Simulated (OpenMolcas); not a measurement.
## W4+: ligand-field states by method

W4+ with 4 ligands (oxide) in tetrahedral coordination (Td) at 2 Å. A charge of +1 e stands 2.6 Å behind each ligand. Ligand basis ANO-RCC-VDZP.
```
W     0.0000    0.0000    0.0000
O     1.1547    1.1547    1.1547
O     1.1547   -1.1547   -1.1547
O    -1.1547    1.1547   -1.1547
O    -1.1547   -1.1547    1.1547
```

```yaml
Program: OpenMolcas 26.06
Basis: ANO-RCC-VDZP [7s6p4d2f1g]
Scalar_Hamiltonian: DKH2, point nucleus
Active_space: 2 electrons in 5 orbitals (5d)
State_averaging: 2S+1 = 3 even, 10 roots; 2S+1 = 1 even, 15 roots
Spin-orbit_coupling: state interaction with AMFI integrals over the reference wave functions
```

I. CASSCF
II. SS-CASPT2, IPEA 0.25 Eh, imaginary shift 0.1 Eh (the 31 lowest orbitals frozen, all others correlated)

Spin-free states (labels of Td) in cm-1, each column counted from its own energy of the first state listed:

```
State  Degeneracy      I     II
  3A2           1      0      0
   1E           2   9434   7510
  3T2           3   9670   9010
  3T1           3  14710  13250
  1A1           1  16210  14040
```

From I to II, I's first state of the same spin (3T2) moves from 9670 to 9010 cm-1, by about -660 cm-1.

From I to II, I's first state of another spin (1E) moves from 9434 to 7510 cm-1, by about -1900 cm-1.

χT at 300 K: I 0.40, II 0.37 cm3 K/mol.

The states above are spin-free; spin-orbit coupling is strong here and shifts and splits them by thousands of cm-1.

Roots that are degenerate in the reference are averaged as groups; the widest CASPT2 spread within a group is 310 cm-1 (the 3-fold group of multiplicity 3 near 9010 cm-1 above the lowest state of its run, II). Shifts and gaps below about the spread of the groups concerned are not significant. Over all roots computed the reference weight is 0.69 to 0.71 in II; a low but even weight reflects the number of correlated electrons. The least metal-like active orbital is 72 % on the metal (Löwdin) and no ligand orbital is active, so the numbers are rough. The oxide ions are held by bare point charges, a crude embedding. Ligand-to-metal charge-transfer states are missing. With no ligand orbital active B as a rule stays too high, so bands that hang on it stand too high and its fall with covalency is understated. Without dynamic correlation the repulsion within the d shell is too large (B by tens of per cent), so at a given field states of lower spin stand too high (holds for I). With metal d orbitals alone the field can be off either way by tens of per cent (holds for I). These CASPT2 states fit no ligand-field parameters well, so their order and spin gaps are uncertain (holds for II). With one d shell and no ligand orbital active, 10Dq can be off by a tenth or more (holds for II). The distance lies 5 % over the 1.91 Å that this model takes as the normal distance (a Shannon-type radius plus a fixed donor radius); by an R⁻⁵ law this alone changes a d-shell field by about -21 %. No measured value stands beside these numbers; the geometry is a model, was not optimised and need not be the one that this ion takes.
